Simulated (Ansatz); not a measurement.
**Molecular dynamics, step by step**

LiH2Te (charge +1), closed shell, PBE0-D4/def2-SVP (Ansatz 0.2.0). Settings (timestep in fs, temperature in K, friction in 1/fs; T counts 12 degrees of freedom, while the starting velocities carry no drift of the centre of mass, so T starts below the set value):

```yaml
hamiltonian: {xc: pbe0, dispersion: d4}
md: {n_steps: 80, timestep: 0.5, temperature: 200, ensemble: nvt_langevin, seed: 117, friction: 0.05, initial_velocities: maxwell_boltzmann}
```

Start:

Li1  (-0.554, 0.592, -2.006)
Te2  (0.455, 0.521, 0.545)
H3  (1.059, -1.007, 0.319)
H4  (-0.960, -0.105, 1.142)
(Å)

```json
{"step": "0", "time (fs)": "0.00", "potential energy less the start (meV)": "0.0", "kinetic energy (meV)": "77.6", "T (K)": "150"}
{"step": "5", "time (fs)": "2.50", "potential energy less the start (meV)": "8.4", "kinetic energy (meV)": "79.4", "T (K)": "154"}
{"step": "10", "time (fs)": "5.00", "potential energy less the start (meV)": "12.5", "kinetic energy (meV)": "51.5", "T (K)": "100"}
{"step": "15", "time (fs)": "7.50", "potential energy less the start (meV)": "9.3", "kinetic energy (meV)": "55.7", "T (K)": "108"}
{"step": "20", "time (fs)": "10.00", "potential energy less the start (meV)": "20.1", "kinetic energy (meV)": "67.3", "T (K)": "130"}
{"step": "25", "time (fs)": "12.50", "potential energy less the start (meV)": "15.3", "kinetic energy (meV)": "73.6", "T (K)": "142"}
{"step": "30", "time (fs)": "15.00", "potential energy less the start (meV)": "14.7", "kinetic energy (meV)": "138.4", "T (K)": "268"}
{"step": "35", "time (fs)": "17.50", "potential energy less the start (meV)": "39.0", "kinetic energy (meV)": "69.4", "T (K)": "134"}
{"step": "40", "time (fs)": "20.00", "potential energy less the start (meV)": "27.1", "kinetic energy (meV)": "117.9", "T (K)": "228"}
{"step": "45", "time (fs)": "22.50", "potential energy less the start (meV)": "47.5", "kinetic energy (meV)": "84.1", "T (K)": "163"}
{"step": "50", "time (fs)": "25.00", "potential energy less the start (meV)": "62.6", "kinetic energy (meV)": "36.7", "T (K)": "71"}
{"step": "55", "time (fs)": "27.50", "potential energy less the start (meV)": "45.8", "kinetic energy (meV)": "102.9", "T (K)": "199"}
{"step": "60", "time (fs)": "30.00", "potential energy less the start (meV)": "51.4", "kinetic energy (meV)": "135.9", "T (K)": "263"}
{"step": "65", "time (fs)": "32.50", "potential energy less the start (meV)": "25.3", "kinetic energy (meV)": "133.1", "T (K)": "257"}
{"step": "70", "time (fs)": "35.00", "potential energy less the start (meV)": "8.6", "kinetic energy (meV)": "160.5", "T (K)": "310"}
{"step": "75", "time (fs)": "37.50", "potential energy less the start (meV)": "25.0", "kinetic energy (meV)": "129.9", "T (K)": "251"}
{"step": "80", "time (fs)": "40.00", "potential energy less the start (meV)": "40.3", "kinetic energy (meV)": "114.8", "T (K)": "222"}
```

Step 45, positions (Å) and forces (eV/Å):

```tsv
atom	x	y	z	Fx	Fy	Fz
Li1	-0.561	0.427	-2.090	0.083	-0.002	0.124
Te2	0.439	0.523	0.567	0.235	-0.917	-0.172
H3	1.138	-1.040	0.455	-0.117	0.771	-0.057
H4	-0.926	-0.285	1.060	-0.201	0.149	0.105
```

Step 70, positions (Å) and forces (eV/Å):

```tsv
atom	x	y	z	Fx	Fy	Fz
Li1	-0.525	0.334	-1.996	-0.023	0.021	-0.031
Te2	0.433	0.525	0.572	-0.197	0.483	0.025
H3	1.249	-0.877	0.359	0.289	-0.463	-0.032
H4	-0.875	-0.305	1.171	-0.070	-0.042	0.037
```

Step 75, positions (Å) and forces (eV/Å):

| atom | x | y | z | Fx | Fy | Fz |
| --- | --- | --- | --- | --- | --- | --- |
| Li1 | -0.513 | 0.317 | -1.968 | -0.052 | 0.025 | -0.089 |
| Te2 | 0.434 | 0.526 | 0.575 | 0.699 | 0.540 | -0.306 |
| H3 | 1.290 | -0.878 | 0.322 | -0.020 | -0.073 | 0.080 |
| H4 | -0.837 | -0.271 | 1.185 | -0.628 | -0.491 | 0.314 |

Last step (80):

```json
{"atom": "Li1", "x (Å)": "-0.4972", "y (Å)": "0.3089", "z (Å)": "-1.9343"}
{"atom": "Te2", "x (Å)": "0.4363", "y (Å)": "0.5277", "z (Å)": "0.5749"}
{"atom": "H3", "x (Å)": "1.3280", "y (Å)": "-0.8907", "z (Å)": "0.2864"}
{"atom": "H4", "x (Å)": "-0.8324", "y (Å)": "-0.2603", "z (Å)": "1.2240"}
```

The run took about 50 s on 2 CPU threads of an Intel Xeon Platinum 8488C (shared host).
